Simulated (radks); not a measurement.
The lutetium ion Lu+ inside a hard spherical wall (all orbitals vanish at R), configuration held at [Xe] 4f14 6s2 and not refilled when levels cross. Calculated with a radial shooting solver on a logarithmic mesh with Libxc functionals: scalar-relativistic Kohn-Sham, PBE, spin-polarised, spherical densities, finite nucleus; Fermi nuclear charge, rms radius 5.37 fm. Eigenvalues in eV for spin up, with the zero of energy where the potential of the charges vanishes at infinity; a dash marks a level that is unbound or too diffuse for the functional's potential to be trusted. A positive occupied level is held by the wall or, in an anion where self-interaction has pushed it up, behind a barrier. The pressure on the wall is -dE/dV.

[
 {"R (bohr)": "free", "E (hartree)": "-14561.2775", "kinetic (hartree)": "15906.205", "e(5s)": "-69.948", "e(5p)": "-40.419", "e(4f)": "-18.478", "e(6s)": "-11.049", "e(5d, empty)": "-9.187", "e(6p, empty)": "-6.560", "pressure (GPa)": "0"},
 {"R (bohr)": "15", "E (hartree)": "-14561.2775", "kinetic (hartree)": "15906.205", "e(5s)": "-69.948", "e(5p)": "-40.419", "e(4f)": "-18.478", "e(6s)": "-11.049", "e(5d, empty)": "-9.187", "e(6p, empty)": "-6.560", "pressure (GPa)": "< 0.0001"},
 {"R (bohr)": "12", "E (hartree)": "-14561.2775", "kinetic (hartree)": "15906.205", "e(5s)": "-69.948", "e(5p)": "-40.418", "e(4f)": "-18.477", "e(6s)": "-11.049", "e(5d, empty)": "-9.187", "e(6p, empty)": "-6.557", "pressure (GPa)": "0.000141"},
 {"R (bohr)": "7", "E (hartree)": "-14561.2677", "kinetic (hartree)": "15906.292", "e(5s)": "-69.603", "e(5p)": "-40.082", "e(4f)": "-18.133", "e(6s)": "-10.725", "e(5d, empty)": "-8.882", "e(6p, empty)": "-5.758", "pressure (GPa)": "0.635"},
 {"R (bohr)": "6", "E (hartree)": "-14561.2405", "kinetic (hartree)": "15906.469", "e(5s)": "-69.043", "e(5p)": "-39.539", "e(4f)": "-17.571", "e(6s)": "-10.062", "e(5d, empty)": "-8.356", "e(6p, empty)": "-4.475", "pressure (GPa)": "3.13"},
 {"R (bohr)": "5", "E (hartree)": "-14561.1437", "kinetic (hartree)": "15906.966", "e(5s)": "-67.827", "e(5p)": "-38.375", "e(4f)": "-16.339", "e(6s)": "-8.139", "e(5d, empty)": "-7.087", "e(6p, empty)": "-1.171", "pressure (GPa)": "16.0"},
 {"R (bohr)": "1.5", "E (hartree)": "-14506.6660", "kinetic (hartree)": "16088.619", "e(5s)": "53.599", "e(5p)": "102.75", "e(4f)": "97.821", "e(6s)": "405.84", "e(5d, empty)": "177.63", "e(6p, empty)": "464.90", "pressure (GPa)": "161000"}
]
